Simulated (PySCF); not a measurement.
# Radial density of In⁺ (indium, charge +1)

PBEsol, [Kr] 4d9 5s2 5p1, one real determinant (an excited configuration). Calculation: PySCF 2.14, in x2c-QZVPPall; scalar relativity by spin-free X2C-1e.

```tsv
r (bohr)	4πr²ρ (e/bohr)	4πr²(ρα − ρβ)
0.0230	62.80	0.0025
0.0386	54.14	0.0098
0.0649	68.58	0.0304
0.109	76.48	0.1057
0.184	54.83	0.2870
0.309	62.46	0.1345
0.520	21.37	0.2209
0.874	21.13	1.0803
1.47	6.990	0.6010
2.47	1.796	0.4785
4.16	0.2449	0.1378
7.00	0.004895	0.0041
```

Densities and radii are taken from the X2C orbitals without a picture-change correction, which distorts them close to the nucleus.

⟨L²⟩ = 8.01 against 12 for a pure F term, so this real determinant mixes terms.
